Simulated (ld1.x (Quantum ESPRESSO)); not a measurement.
## An all-electron radial function and its pseudo partner (selenium)

Columns: radius, all-electron u(r) and pseudo u(r) of the 4p shell (level -6.51 eV) of selenium in the configuration [Ar] 3d10 4s2 4p4; Wu–Cohen, scalar-relativistic, ultrasoft scheme, ld1.x (Quantum ESPRESSO) 7.5.

```json
{"r (bohr)": "0.085", "all-electron": "0.1845", "pseudo": "0.0050"}
{"r (bohr)": "0.170", "all-electron": "0.0949", "pseudo": "0.0199"}
{"r (bohr)": "0.255", "all-electron": "-0.1155", "pseudo": "0.0441"}
{"r (bohr)": "0.340", "all-electron": "-0.2646", "pseudo": "0.0767"}
{"r (bohr)": "0.425", "all-electron": "-0.3128", "pseudo": "0.1165"}
{"r (bohr)": "0.510", "all-electron": "-0.2790", "pseudo": "0.1622"}
{"r (bohr)": "0.595", "all-electron": "-0.1937", "pseudo": "0.2121"}
{"r (bohr)": "0.680", "all-electron": "-0.0824", "pseudo": "0.2647"}
{"r (bohr)": "0.765", "all-electron": "0.0374", "pseudo": "0.3185"}
{"r (bohr)": "0.850", "all-electron": "0.1548", "pseudo": "0.3721"}
{"r (bohr)": "0.935", "all-electron": "0.2635", "pseudo": "0.4242"}
{"r (bohr)": "1.020", "all-electron": "0.3603", "pseudo": "0.4737"}
{"r (bohr)": "1.105", "all-electron": "0.4440", "pseudo": "0.5198"}
{"r (bohr)": "1.190", "all-electron": "0.5144", "pseudo": "0.5618"}
{"r (bohr)": "1.275", "all-electron": "0.5721", "pseudo": "0.5993"}
{"r (bohr)": "1.360", "all-electron": "0.6181", "pseudo": "0.6318"}
{"r (bohr)": "1.445", "all-electron": "0.6535", "pseudo": "0.6591"}
{"r (bohr)": "1.530", "all-electron": "0.6795", "pseudo": "0.6810"}
{"r (bohr)": "1.615", "all-electron": "0.6970", "pseudo": "0.6971"}
{"r (bohr)": "1.700", "all-electron": "0.7073", "pseudo": "0.7073"}
{"r (bohr)": "1.785", "all-electron": "0.7113", "pseudo": "0.7113"}
{"r (bohr)": "1.870", "all-electron": "0.7101", "pseudo": "0.7101"}
{"r (bohr)": "1.955", "all-electron": "0.7045", "pseudo": "0.7045"}
{"r (bohr)": "2.040", "all-electron": "0.6952", "pseudo": "0.6952"}
{"r (bohr)": "2.125", "all-electron": "0.6828", "pseudo": "0.6828"}
{"r (bohr)": "2.210", "all-electron": "0.6681", "pseudo": "0.6681"}
```

How many radial nodes do the two functions have?

The all-electron 4p function has n − l − 1 = 2; the pseudo-wave has 0, since the states of the same l below it are removed with the core.

At about which radius was the pseudo-wave matched?

1.70 bohr, where the columns begin to agree (steps of 0.09 bohr).

Is the pseudo-wave norm-conserving?

No, it belongs to an ultrasoft set: the norm inside the radius is not constrained, and the difference is carried by the augmentation charge.
